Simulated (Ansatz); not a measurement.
The cluster Zn₇Se₆⁺, relaxed as a doublet with UKS PBE-D4/def2-SVP in Ansatz, starting from the GFN1-xTB geometry. Force threshold 0.03 eV/Å.

Single mean-field runs in def2-SVP are fitted with def2-universal-jkfit. The relaxation made no stability test and no search for a lower SCF solution. Another isomer (doublet) lies 0.37 eV lower at PBE0-D4/def2-TZVP; other spin states weren't run for this one.

Start:

Cartesian coordinates in Å:
```
Zn 0.577 1.884 1.636
Zn -0.255 3.445 -2.072
Zn -0.385 -1.559 2.231
Zn 2.280 -1.901 -1.452
Zn 0.615 -3.250 -0.193
Zn -0.666 1.036 -2.255
Zn -1.721 2.516 0.133
Se 1.503 0.554 -1.143
Se 0.747 -3.586 2.055
Se -1.539 -1.952 -0.269
Se -2.517 -0.390 -1.571
Se 1.953 2.628 -0.180
Se -0.592 0.575 3.078
```

```
step   energy (eV)  largest force component (eV/Å)  SCF passes
   1  -730834.0389                           1.133          26
   2  -730834.5989                           0.588          36
   3  -730834.9284                           0.542          31
   4  -730835.1725                           0.445          29
   5  -730835.4012                           0.304          30
   6  -730835.6104                           0.300          30
   7  -730835.7320                           0.352          31
   8  -730835.8255                           0.173          30
   9  -730835.8830                           0.148          30
  10  -730835.9248                           0.111          31
  11  -730835.9576                           0.145          30
  13  -730836.0992                           0.366          37
  15  -730836.8915                           0.610          36
  17  -730837.6742                           0.298          29
  19  -730837.8851                           0.132          24
  21  -730837.9133                           0.069          24
  23  -730837.9197                           0.027          24
  25  -730837.9297                           0.150          24
  27  -730837.9969                           0.412          29
  29  -730838.2225                           0.214          27
  31  -730838.3099                           0.277          28
  33  -730838.3772                           0.122          23
  35  -730838.4513                           0.264          26
  37  -730838.4971                           0.178          22
  39  -730838.5462                           0.250          27
  41  -730838.5603                           0.042          22
  42  -730838.5613                           0.020          22
```

Force components are those of the run's own axes.

End:

```csv
atom,x (Å),y (Å),z (Å)
Zn1,0.8741,0.9366,2.1788
Zn2,1.5242,1.7685,-0.7840
Zn3,-0.9042,-1.1045,1.5127
Zn4,1.9297,-3.5240,-1.6382
Zn5,0.8343,-1.3484,-0.7892
Zn6,-1.0832,0.8832,-1.6761
Zn7,-1.0388,2.0351,0.5673
Se8,1.1517,0.3257,-2.5789
Se9,1.5835,-1.3000,1.5519
Se10,-1.5837,-2.1790,-0.5715
Se11,-2.9977,-0.4999,-1.5223
Se12,1.2835,3.1070,1.0883
Se13,-1.5734,0.8998,2.6613
```

Bonds lost: Zn4–Se8, Se8–Se12 (atoms count from 1). Bonds formed: Zn1–Se9, Zn2–Se8, Zn5–Se8, Zn7–Se12, Zn7–Se13 (atoms count from 1). Metal–metal contacts that move far: Zn1–Zn3 3.62 to 2.79 Å.

The force fell under the threshold at step 23, but the optimiser went on and released 0.642 eV more. No frequencies were taken in this run, so the end may be a saddle point.

It took 4 min on 2 threads of AMD EPYC 7R13 on a shared host and a share (18 GiB) of an NVIDIA H100 80GB HBM3, peak host memory 1 GiB.
